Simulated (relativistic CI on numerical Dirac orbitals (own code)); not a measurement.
## Ar⁷⁺: sensitivity of the levels to the model

Base calculation: Dirac-Coulomb-Breit CI, KLI orbitals optimised for each configuration, a model potential for QED, unscaled Slater integrals.

Configurations in the expansion (outside the closed core [Ne]): 3s, 3p, 3d, 4s, 4p, 4d, 4f, 5s, 5p, 5d, 5f, 5g, 6s, 6p, 6d. Levels of other configurations are missing.

Variants: (1) valence Slater integrals scaled by 0.9; (2) QED terms removed; (3) configuration mixing switched off. Shifts of the energy above 3s ²S1/2, in cm⁻¹, for the lowest level and the first level of each name with at least 55 % of one term (blank where a level changes its place among those of its configuration and J or its character, or is not in the variant):

| Level | Base | Δ(1) | Δ(2) | Δ(3) | Measured |
| --- | --- | --- | --- | --- | --- |
| 3s ²S1/2 | 0 | 0 | 0 | 0 | 0 |
| 3p ²P°1/2 | 140089 | 0 | +136 | +3 | 140095 |
| 3p ²P°3/2 | 142765 | 0 | +129 | +1 | 142808 |
| 3d ²D3/2 | 332624 | 0 | +128 | +10 | 332609 |
| 3d ²D5/2 | 332739 | 0 | +127 | +7 | 332754 |
| 4s ²S1/2 | 573190 | 0 | +76 | -7 | 575958 |
| 4p ²P°1/2 | 625556 | 0 | +127 | -7 | 628241 |
| 4p ²P°3/2 | 626543 | 0 | +125 | -7 | 629243 |
| 4d ²D3/2 | 694775 | 0 | +125 | -6 | 697532 |
| 4d ²D5/2 | 694830 | 0 | +124 | -6 | 697621 |
| 4f ²F°5/2 | 712879 | 0 | +122 | -6 | 716852 |
| 4f ²F°7/2 | 712908 | 0 | +122 | -6 | 716875 |
| 5s ²S1/2 | 803563 | 0 | +100 | -8 | 807306 |
| 5p ²P°1/2 | 828607 | 0 | +124 | -9 | 832261 |
| 5p ²P°3/2 | 829081 | 0 | +123 | -9 | 832749 |
| 5d ²D3/2 | 861582 | 0 | +123 | -14 | 865274 |
| 5d ²D5/2 | 861614 | 0 | +123 | -13 | 865278 |
| 5f ²F°5/2 | 871060 | 0 | +122 | -6 | 875329 |
| 5f ²F°7/2 | 871074 | 0 | +122 | -6 | 875349 |
| 5g ²G7/2 | 871492 | 0 | +121 | -6 | 876005 |
| 5g ²G9/2 | 871501 | 0 | +121 | -6 | 876019 |
| 6s ²S1/2 | 919338 | 0 | +110 | -8 | 923471 |

At this charge configurations can still be misplaced by up to about 7 % of their energy. 24 of the 24 excited levels that our extract of the measured tables holds in this range could be paired (the sources list more); they are missed by 3089 cm⁻¹ on average and 4518 at most, and levels without a partner can miss by more.

Measured levels: Saloman, J. Phys. Chem. Ref. Data 39, 033101 (2010).

Ionisation energy from the two ground configurations alone: base 142.884 eV. The NIST ASD value (semi-empirical) is 143.457 eV.
